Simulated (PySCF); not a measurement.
Species: 6-methylpyridine-2-carbonitrile, `c1(C#N)cccc(n1)C`. The columns A, B, C and D hold Mulliken, IAO, Hirshfeld and ESP-fitted charges (e) of one PBE0/pcSseg-1 density (PySCF), in a shuffled order. Coordinates in Å (GFN2-xTB); the density's dipole moment is (-3.50, 4.57, 1.08) D.

| atom | x | y | z | A | B | C | D |
| --- | --- | --- | --- | --- | --- | --- | --- |
| C1 | -2.228 | -0.854 | 0.011 | -0.118 | -0.155 | -0.572 | -0.438 |
| C2 | -0.867 | -0.237 | 0.021 | +0.083 | -0.007 | +0.816 | +0.160 |
| C3 | -0.693 | 1.130 | 0.254 | -0.042 | -0.108 | -0.630 | -0.174 |
| C4 | 0.586 | 1.656 | 0.252 | -0.024 | +0.019 | +0.235 | -0.117 |
| C5 | 1.660 | 0.812 | 0.019 | -0.039 | -0.050 | -0.595 | -0.164 |
| C6 | 1.385 | -0.537 | -0.202 | +0.068 | +0.113 | +0.600 | +0.089 |
| C7 | 2.464 | -1.433 | -0.443 | +0.078 | +0.141 | +0.235 | +0.146 |
| N8 | 3.365 | -2.115 | -0.631 | -0.207 | -0.234 | -0.409 | -0.223 |
| N9 | 0.154 | -1.044 | -0.201 | -0.143 | -0.434 | -0.722 | -0.270 |
| H10 | -2.846 | -0.391 | -0.757 | +0.052 | +0.137 | +0.146 | +0.158 |
| H11 | -2.717 | -0.703 | 0.972 | +0.052 | +0.137 | +0.147 | +0.158 |
| H12 | -2.143 | -1.918 | -0.187 | +0.052 | +0.140 | +0.167 | +0.172 |
| H13 | -1.551 | 1.760 | 0.431 | +0.059 | +0.088 | +0.229 | +0.162 |
| H14 | 0.750 | 2.709 | 0.430 | +0.065 | +0.106 | +0.112 | +0.167 |
| H15 | 2.677 | 1.173 | 0.008 | +0.064 | +0.107 | +0.240 | +0.175 |

Which column most likely holds the ESP-fitted charges?

C. Σ q r misses the density's dipole by 0.03 D (C), 0.71 D (B), 1.16 D (D), 1.90 D (A). Charges fitted to the outside potential are the only set here that is tied to the molecule's multipoles.

And the Hirshfeld charges?

A. The mean sizes are 0.076 e (A), 0.132 e (B), 0.185 e (D), 0.390 e (C), and Hirshfeld charges are commonly the smallest of these schemes.

As computed, A = Hirshfeld, B = Mulliken, C = ESP-fitted, D = IAO. Hydrogens on carbon: Hirshfeld +0.05 to +0.06, Mulliken +0.09 to +0.14, ESP-fitted +0.11 to +0.24, IAO +0.16 to +0.17 e.

The ESP scheme is a least-squares fit of atom-centred charges to the potential on four shells outside the van der Waals surface, with the total charge fixed. The IAO scheme projects the occupied orbitals on a minimal set of polarised atomic orbitals and counts the electrons in each atom's part of it.

Geometry: GFN2-xTB; no solvent, vibrations or thermal averaging.
